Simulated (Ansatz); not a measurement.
`[OH][Ga]([SH])[Br]` + HCl → `[OH][Ga]([Cl])[Br]` + H₂S at 700 K and 1 bar (ligand exchange at a Ga–S bond).

Computed with Ansatz on PBE0-D4/def2-TZVP structures; ΔE is electronic, products minus reactants. CCSD(T)/CBS is the MP2 limit (def2-TZVPP, def2-QZVPP) plus CCSD(T) − MP2 in def2-TZVPP, frozen cores. This one scheme is used for every species. For Br, Ga outer-core shells are correlated without core-valence functions, which leaves a few kJ/mol of doubt a bond. Scalar relativity is left out up to krypton. One conformer a species, not always the lowest.

```csv
species,CCSD(T)/CBS energy (Eh),H − E (kJ/mol),S (J/(mol·K))
`[OH][Ga]([SH])[Br]`,-4971.54004,125.5,447.0
HCl,-460.38127,38.4,211.8
`[OH][Ga]([Cl])[Br]`,-5032.95761,96.6,423.1
H₂S,-398.97279,64.8,236.9
```

H − E and S are ideal-gas, rigid-rotor, harmonic terms from PBE0-D4/def2-TZVP, for one conformer and one mirror image of each species. 1 Eh = 2625.50 kJ/mol, R = 8.31446 J/(mol·K).

By hand: ΔE, ΔH, ΔS and ΔG.

ΔE = (-5032.95761) + (-398.97279) − (-4971.54004) − (-460.38127) = -0.00909 Eh = -23.9 kJ/mol. Δ(H − E) = 96.6 + 64.8 − 125.5 − 38.4 = -2.5, so ΔH = -26.4 kJ/mol. ΔS = 423.1 + 236.9 − 447.0 − 211.8 = 1.2 J/(mol·K). ΔG = -26.4 − 700 × (1.2)/1000 = -27.2 kJ/mol.

By hand: the equilibrium constant, and the temperature at which ΔG would vanish if ΔH and ΔS stayed fixed.

log₁₀ K = −ΔG/(RT ln 10) = 2.0. ΔH and −TΔS have one sign here, so there is no such temperature. One of them is within its doubt of zero, so this could turn.

The number of gas molecules stays the same, so ΔS is small and ΔH decides. A doubt of 5 kJ/mol in ΔE shifts log₁₀ K by 0.4 here. Other conformers and mirror images would add mixing entropy, several J/(mol·K) or more a flexible species. These are equilibria of isolated gas molecules and say nothing of rates. Largest T1 diagnostic: 0.012 (customary marks: 0.02 for closed shells, 0.045 for open ones).
